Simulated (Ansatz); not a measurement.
`[OH][Zr]([Cl])([Cl])[Cl]` and `[Cl][Zr]([Cl])([Cl])[Br]` differ in one atom or group.

Ansatz, PBE0-D4/def2-TZVP geometries, multiplicity 1. Each molecule was computed in one conformer, which needn't be the lowest.

Elements past krypton have def2 core potentials. Scalar relativity is left out up to krypton.

| property | `[OH][Zr]([Cl])([Cl])[Cl]` |
| --- | --- |
| HOMO energy (PBE/def2-TZVPP) / eV | -7.92 |
| LUMO energy (PBE0/def2-TZVPP) / eV | -1.94 |
| size of the dipole moment (PBE/def2-TZVPP) / D | 2.87 |
| LUMO energy (PBE/def2-TZVPP) / eV | -2.73 |
| HOMO energy (ωB97M-V/def2-TZVPP) / eV | -11.50 |
| size of the dipole moment (B3LYP/def2-TZVPP) / D | 2.88 |

Problem. Give the same properties after the change, and the shifts. (Estimate.)

Solution. Computed: 
| property | `[Cl][Zr]([Cl])([Cl])[Br]` | shift |
| --- | --- | --- |
| HOMO energy (PBE/def2-TZVPP) / eV | -7.94 | -0.02 |
| LUMO energy (PBE0/def2-TZVPP) / eV | -2.70 | -0.76 |
| size of the dipole moment (PBE/def2-TZVPP) / D | 0.10 | -2.77 |
| LUMO energy (PBE/def2-TZVPP) / eV | -3.45 | -0.72 |
| HOMO energy (ωB97M-V/def2-TZVPP) / eV | -11.39 | 0.11 |
| size of the dipole moment (B3LYP/def2-TZVPP) / D | 0.08 | -2.80 |

With PBE0 the HOMO rises by 0.07 eV and the LUMO falls by 0.76 eV, so the gap narrows by about 0.83 eV. PBE moves the HOMO by -0.02 eV and ωB97M-V by 0.11 eV. The zero-point energy changes by -30.1 kJ/mol with -3 modes. Dipoles are sizes alone; their direction can turn.

B3LYP here is the variant with VWN-RPA as its local correlation; programs differ in this.

Spin–orbit coupling is left out; it splits and shifts lone-pair levels of the heavy atoms by tenths of an eV.
